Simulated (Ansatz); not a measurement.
C2H3BrO can be A, `O=CCBr`, or B, `CC(=O)Br`.

Gas-phase electronic energies from Ansatz, PBE0-D4/def2-TZVP geometries. CCSD(T)/CBS is the MP2 limit (def2-TZVPP, def2-QZVPP) plus CCSD(T) − MP2 in def2-TZVPP, frozen cores. Functionals use def2-TZVPP. B3LYP here is the variant with VWN-RPA as its local correlation; programs differ in this. For Br outer-core shells are correlated without core-valence functions, which leaves a few kJ/mol of doubt a bond. Scalar relativity is left out up to krypton. One conformer a species, not always the lowest.

Task: Which is lower in electronic energy at CCSD(T)/CBS, and by how much? (Best estimate.)

Result: The calculation gave: B, by 13.6 kcal/mol.

Task: Give E(B) − E(A) in kcal/mol with PBE0-D4, CCSD/def2-TZVPP, B2PLYP, CCSD(T)/def2-TZVPP, HF/def2-TZVPP, CCSD(T)/def2-SVP, B3LYP. (An estimate is asked.)

Result: Computed: PBE0-D4 -15.7, CCSD/def2-TZVPP -12.4, B2PLYP -15.2, CCSD(T)/def2-TZVPP -13.4, HF/def2-TZVPP -10.6, CCSD(T)/def2-SVP -14.4, B3LYP -15.5. None reverses the order clearly.

Task: Does the order hold for the free energy at 298.15 K (harmonic terms from PBE0-D4)? (Best estimate.)

Result: The calculation gave: Yes: G(B) − G(A) = -13.4 kcal/mol, for one conformer each.

Largest T1 diagnostic: 0.013.

At CCSD(T), def2-SVP lies −0.8 kcal/mol from the extrapolated value and def2-TZVPP +0.2 kcal/mol. In def2-TZVPP, CCSD(T) changes the Hartree–Fock value by −2.8 kcal/mol (the triples alone add −1.1 kcal/mol) and MP2 by −4.2 kcal/mol.
